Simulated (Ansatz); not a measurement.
`B[N]1[CH2][AlH]1` + `CC[SeH]` → `B[Se]CC` + `[CH2]1[NH][AlH]1`  (ligand exchange at a B–N bond)

Program: Ansatz. Geometries: PBE0-D4/def2-TZVP. ΔE: electronic, gas phase. CCSD(T)/CBS adds triple-zeta CCSD(T) − MP2 to the extrapolated MP2 energy (def2 sets, frozen cores). Functionals use def2-TZVPP. B3LYP here is the variant with VWN-RPA as its local correlation; programs differ in this. For Se outer-core shells are correlated without core-valence functions, which leaves a few kJ/mol of doubt a bond. Scalar relativity is left out up to krypton. Each species was taken in one conformer, which may not be the lowest.

(1) Is it downhill or uphill in electronic energy at CCSD(T)/CBS, and by how much? (Estimate.)

(2) What do these levels give: PBE-D4, r2SCAN-D4, PBE0-D4, ωB97X-V, PBE, r2SCAN, B3LYP, HF/def2-TZVPP, MP2/def2-TZVPP, SCS-MP2/def2-TZVPP, CCSD(T)/def2-TZVPP, HF/def2-QZVPP? (Estimate.)

Largest T1 diagnostic among the species: 0.015.

## Answers

(1) The calculation gave: Uphill: ΔE = +8.7 kcal/mol.

(2) Computed: PBE-D4 8.6, r2SCAN-D4 9.3, PBE0-D4 9.3, ωB97X-V 10.6, PBE 8.7, r2SCAN 9.4, B3LYP 11.4, HF/def2-TZVPP 13.7, MP2/def2-TZVPP 9.3, SCS-MP2/def2-TZVPP 10.3, CCSD(T)/def2-TZVPP 9.5, HF/def2-QZVPP 13.8 kcal/mol.

From PBE to PBE0 (25 % exact exchange), in def2-TZVPP and without D4, ΔE moves by +0.7 kcal/mol. In def2-TZVPP, CCSD(T) changes the Hartree–Fock value by −4.2 kcal/mol (the triples alone add −0.7 kcal/mol) and MP2 by −4.4 kcal/mol.
